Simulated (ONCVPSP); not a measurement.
# What one change does to a pseudopotential (iron, ONCV)

Fe, optimised norm-conserving Vanderbilt (ONCV), made with ONCVPSP 4.0.1 (LDA (Perdew-Wang 92), scalar-relativistic). Core [Ar], reference 3d6 4s1 4p1. Waves: 4s: rc 1.75 bohr, ncon 3, nbas 8, qcut 3.9 1/bohr, 3 projectors, debl 3.2 Ha; 4p: rc 2.40 bohr, ncon 4, nbas 9, qcut 3.5 1/bohr, 2 projectors, debl 3.8 Ha; 3d: rc 1.05 bohr, ncon 4, nbas 9, qcut 15.6 1/bohr, local. Local part: the d channel. Core correction: polynomial model core, fcfact 0.2.

Change: d: rc 0.82.

Cutoffs: the cutoffs (Ha) at which the residual kinetic energy of the hardest occupied pseudo-wave falls to 1 and 0.1 mHa per electron; they do not see the model core or the augmentation charge, which bear on the density cutoff. Errors are all-electron minus pseudo energies relative to the spin-unpolarised reference configuration.

Problem. Predict the effect on cutoff, ghosts and configuration errors.

Solution. The potential gets harder (87 Ha and 100 Ha → 105 Ha and 123 Ha); both files keep a bound ghost (p, s); the errors of the 4 common tests hardly move. A smaller radius makes the pseudo-wave follow the all-electron one further in, where it bends more sharply, so more plane waves are needed.

```csv
quantity,base,changed
"cutoff, loose",87 Ha,105 Ha
"cutoff, tight",100 Ha,123 Ha
loose cutoff by channel,"s 4.4 Ha, p 2.6 Ha, d 87 Ha","s 4.4 Ha, p 2.6 Ha, d 105 Ha"
bound ghosts,"s, p","s, p"
GHOST(+) flags under 300 eV,none,none
"error for 3d6 4s2 4p0, meV [ΔE -4.18 eV]",-1.1,-1.3
"error for 3d6 4s1 4p0, meV [ΔE 4.80 eV]",-2.9,-2.9
"error for 3d6 4s0 4p0, meV [ΔE 21.28 eV]",-33,-34
"error for 3d7 4s1 4p0, meV [ΔE -5.01 eV]",-107,-107
s: phases at 1.77 bohr within 0.05 rad from the reference energy up to (Ha; the scan ends near 5),to the end of the scan,to the end of the scan
p: phases at 2.43 bohr within 0.05 rad from the reference energy up to (Ha; the scan ends near 5),to the end of the scan,to the end of the scan
"rms error of d²Exc/dni dnj with the model core, mHa",5.52,5.55
```

 A true bound ghost makes a file unfit for plane-wave use even where its test errors are small: the radial tests pick states by their node count and pass the ghost by.
